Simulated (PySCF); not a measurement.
Mean harmonic wavenumber (cm⁻¹) of eight halogen compounds: PBE-D3(BJ) beside PBE0-D3(BJ), computed with PySCF for isolated molecules in the bases named; differences from unrounded values. The eight are the first of their class met in an unordered collection, after screening for sound electronic states; none was chosen by its value. Each level has its own optimised geometry.

| molecule | basis | PBE0-D3(BJ) | PBE-D3(BJ) | difference |
|---|---|---|---|---|
| C4H7F, SMILES C=C[C@@H](F)C | def2-SVP | 1481 | 1431 | -51 |
| C₅H₄F₂, SMILES C(/C(=C=C)F)=C/F | def2-SVP | 1217 | 1169 | -48 |
| (E)-1,2-dibromo-1-chloroethene (C2HBr2Cl), SMILES Cl/C(Br)=C\Br | def2-SVP | 873 | 834 | -39 |
| C3H5Cl2F, SMILES C[C@@H](F)C(Cl)Cl | def2-SVP | 1277 | 1229 | -47 |
| 1-chloropropane (C3H7Cl), SMILES CCCCl | def2-SVP | 1551 | 1501 | -50 |
| 1,1-difluorobut-1-ene (C4H6F2), SMILES CCC=C(F)F | def2-SVP | 1379 | 1331 | -48 |
| C₄H₄F₂, SMILES FC(=CC=C)F | def2-SVP | 1297 | 1250 | -47 |
| 2-fluoro-3-methylbuta-1,3-diene (C5H7F), SMILES C=C(C)C(=C)F | def2-SVP | 1412 | 1364 | -48 |

PBE-D3(BJ) lies below PBE0-D3(BJ) in 8 and above it in 0 of the eight; the mean signed difference is -47 and the largest -51 cm⁻¹.
